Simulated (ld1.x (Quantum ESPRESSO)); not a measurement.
Plane-wave convergence, RRKJ potential for Li

ld1.x (Quantum ESPRESSO) 7.5 input, shortened:

```
&input
   title='Li', zed=3., rel=1, dft='PBE', iswitch=3,
   config='[He] 2s1 2p0'
 /
 &inputp
   pseudotype=2, tm=.false., rho0=0.02, lloc=1,
   nlcc=.true., rcore=3.10
 /
2
2S  1  0   1.00   0.00  3.00  3.00  0.0
2P  2  1   0.00   0.00  4.20  4.20  0.0
 &test
   configts(1)='2s1 2p0'
 /
```

The pseudo-atom Hamiltonian at the reference potential is diagonalised in spherical Bessel functions j_l(qr) that vanish at 20 bohr, with q² up to the cutoff. All-electron valence levels (Ry): 2s -0.2112, 2p -0.0801.

Problem. How do the lowest levels (Ry) of each channel move with the cutoff, and are there ghosts?

Solution.

| cutoff (Ry) | s #1 | s #2 | p #1 | p #2 | d #1 | f #1 | Σ f·Δε (mRy) |
| --- | --- | --- | --- | --- | --- | --- | --- |
| 8 | -0.1779 | 0.0126 | -0.0800 | 0.0384 | 0.0439 | 0.0982 | 33.4 |
| 10 | -0.1921 | 0.0093 | -0.0800 | 0.0384 | 0.0439 | 0.0982 | 19.2 |
| 12 | -0.2029 | 0.0068 | -0.0801 | 0.0384 | 0.0439 | 0.0982 | 8.3 |
| 15 | -0.2087 | 0.0056 | -0.0801 | 0.0384 | 0.0439 | 0.0982 | 2.5 |
| 18 | -0.2111 | 0.0051 | -0.0801 | 0.0384 | 0.0439 | 0.0982 | 0.1 |
| 21 | -0.2112 | 0.0050 | -0.0801 | 0.0384 | 0.0439 | 0.0982 | 0.0 |
| 25 | -0.2112 | 0.0050 | -0.0801 | 0.0384 | 0.0439 | 0.0982 | 0.0 |
| 400 | -0.2112 | 0.0050 | -0.0801 | 0.0384 | 0.0439 | 0.0982 | 0.0 |

Result: no extra level below or beside the all-electron valence levels (s, p, d, f tested); 10 mRy is reached at 12 Ry and 1 mRy at 18 Ry.
